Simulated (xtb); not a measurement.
(Z)-1,2-dibromo-1,2-difluoroethene (C2Br2F2), SMILES F/C(=C(/Br)F)Br. All values are semi-empirical tight-binding results from xtb (GFN2-xTB unless named), good for trends rather than for accurate numbers. The structure is a stationary point at GFN2-xTB.

Computed properties:
```json
{
 "point_group_as_xtb_finds_it": "C2v",
 "orbital_gap": "3.81 eV",
 "zero_point_energy": "9.9 kcal/mol",
 "G − E(el) at 298.15 K (modified RRHO)": "-10.7 kcal/mol",
 "static polarisability (D4 model)": "67.7 bohr³",
 "solvation energy, GFN2-xTB/ALPB(water)": "1.1 kcal/mol",
 "solvation energy, GFN2-xTB/ALPB(hexane)": "-3.6 kcal/mol"
}
```
